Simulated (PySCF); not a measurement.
Input and output of a TDDFT job on `COC(=O)c1cccs1`.

The calculation used TDDFT CAM-B3LYP/def2-SVPD, vertical, gas phase, core orbitals frozen in the response in PySCF 2.14.0, density-fitted response routines.

Input of the driver that calls PySCF (job settings, then Cartesian coordinates in Å):

```
{"job": {"kind": "uv", "xc": "CAM-B3LYP", "basis": "def2-SVPD", "nstates": 8, "ntriplets": 3}, "charge": 0, "multiplicity": 1}
C      3.0719     0.3174     0.3550
O      1.6656     0.5027     0.3870
C      0.9048    -0.4388    -0.1976
O      1.3370    -1.4294    -0.7354
C     -0.5121    -0.1100    -0.0924
C     -1.5664    -0.8458    -0.5686
C     -2.8076    -0.2443    -0.3013
C     -2.6785     0.9342     0.3705
S     -1.0449     1.3366     0.6923
H      3.5020     0.9566    -0.4181
H      3.3046    -0.7269     0.1380
H      3.4609     0.6034     1.3306
H     -1.4322    -1.7778    -1.0866
H     -3.7528    -0.6649    -0.5931
H     -3.4568     1.5951     0.6978
```

The self-consistent field part of the output:

```
coarse grid: 14032 points
cycle   1  E = -780.0476166781  dE =  1.979e+00  |g| = 9.065e-01  |ddm| = 7.641e+00
cycle   2  E = -779.8483430893  dE =  1.993e-01  |g| = 1.416e+00  |ddm| = 3.816e+00
cycle   3  E = -780.2098654599  dE = -3.615e-01  |g| = 1.771e-01  |ddm| = 2.650e+00
cycle   4  E = -780.2147105017  dE = -4.845e-03  |g| = 8.435e-02  |ddm| = 3.201e-01
cycle   5  E = -780.2160135510  dE = -1.303e-03  |g| = 1.138e-02  |ddm| = 1.203e-01
cycle   6  E = -780.2160435647  dE = -3.001e-05  |g| = 4.689e-03  |ddm| = 4.742e-02
cycle   7  E = -780.2160499226  dE = -6.358e-06  |g| = 1.391e-03  |ddm| = 1.746e-02
final grid: 133648 points
cycle   8  E = -780.3369163316  dE = -3.460e-05  |g| = 4.541e-03  |ddm| = 1.111e-01
cycle   9  E = -780.3369142989  dE =  2.033e-06  |g| = 5.553e-03  |ddm| = 2.198e-02
cycle  10  E = -780.3369214052  dE = -7.106e-06  |g| = 4.955e-04  |ddm| = 1.442e-02
cycle  11  E = -780.3369214579  dE = -5.272e-08  |g| = 1.991e-04  |ddm| = 1.084e-03
cycle  12  E = -780.3369214665  dE = -8.640e-09  |g| = 8.975e-05  |ddm| = 5.431e-04
cycle  13  E = -780.3369214685  dE = -1.970e-09  |g| = 2.764e-05  |ddm| = 2.176e-04
cycle  14  E = -780.3369214688  dE = -2.765e-10  |g| = 1.072e-05  |ddm| = 9.244e-05
converged SCF energy = -780.3369214688
```

Problem. What follows in the output?

Solution. 
```
Static polarisability (au): isotropic 94.877, principal 59.685 99.128 125.819

Singlet excitations
state   eV       nm        f      main configurations
  1   5.0808    244.0   0.22730   H->L 0.85, H-1->L 0.10
  2   5.2965    234.1   0.00076   H-2->L 0.87
  3   5.3754    230.7   0.10866   H-1->L 0.83, H->L 0.11
  4   6.6124    187.5   0.00350   H-1->L+2 0.28, H->L+2 0.20, H-1->L+1 0.13
  5   6.6195    187.3   0.00053   H->L+2 0.28, H-1->L+2 0.19, H->L+1 0.19
  6   6.9338    178.8   0.00071   H->L+1 0.54, H->L+3 0.22, H->L+2 0.16
  7   6.9539    178.3   0.03748   H-3->L 0.89
  8   7.1714    172.9   0.00041   H-4->L 0.77

Triplet excitations (Tamm-Dancoff, eV): 3.3567 4.0863 4.9115
```

The SCF starts on a coarse grid; the energy jumps when the final grid takes over, and dE counts afresh there. The run used 241 basis functions and 14 SCF iterations for the ground state.

Time: 51 s wall. Hardware: an Arm Neoverse V2 with one thread, on a shared host.

Problem. What frontier levels and dipole did the ground state of this run have?

Solution. HOMO -8.50 eV, LUMO -0.57 eV, dipole 1.88 D.

Isolated species at its GFN2-xTB geometry (one conformer only).
